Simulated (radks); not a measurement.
Values are calculated unless marked as measured or tabulated.
Ag2+, 45 electrons, occupied as [Kr] 4d7 5p2 (not the ground configuration). Level of theory: scalar-relativistic Kohn-Sham, BLYP, spin-polarised, spherical densities, point nucleus; open shells are filled with parallel spins first (spin-orbit coupling, left out, can overturn this in heavy ions) (a radial shooting solver on a logarithmic mesh with Libxc functionals). Some entries of the table are withheld. Estimate them.

orbital  occ.  eigenvalue (Ry)  <r^2> (bohr^2)  <1/r> (bohr^-1)
1s up       1        -1864.746        0.001308            49.44
1s down     1        -1864.742        0.001308            49.44
2s up       1        -276.9116         0.02146            11.23
2s down     1        -276.8620         0.02146            11.23
2p up       3        -248.6794         0.01691            10.85
2p down     3        -248.6395         0.01690            10.85
3s up       1        -52.95046          0.1554            3.944
3s down     1        -52.92236          0.1554            3.944
3p up       3        -43.68481          0.1570            3.758
3p down     3        -43.65283          0.1569            3.757
3d up       5        -29.07673          0.1424            3.532
3d down     5        -29.02971          0.1423            3.532
4s up       1         -9.65479             (1)              (2)
4s down     1         -9.45800             (3)              (4)
4p up       3         -6.92726           1.094            1.386
4p down     3         -6.72693           1.094            1.388
4d up       5         -2.97334           1.761            1.087
4d down     2         -2.77754           1.782            1.083
5p up       2         -1.38552           8.467           0.4662
5p down     0         -1.25446           8.887           0.4564

Answer. 
(1) 4s up <r^2> (bohr^2): 0.9189
(2) 4s up <1/r> (bohr^-1): 1.531
(3) 4s down <r^2> (bohr^2): 0.9174
(4) 4s down <1/r> (bohr^-1): 1.534
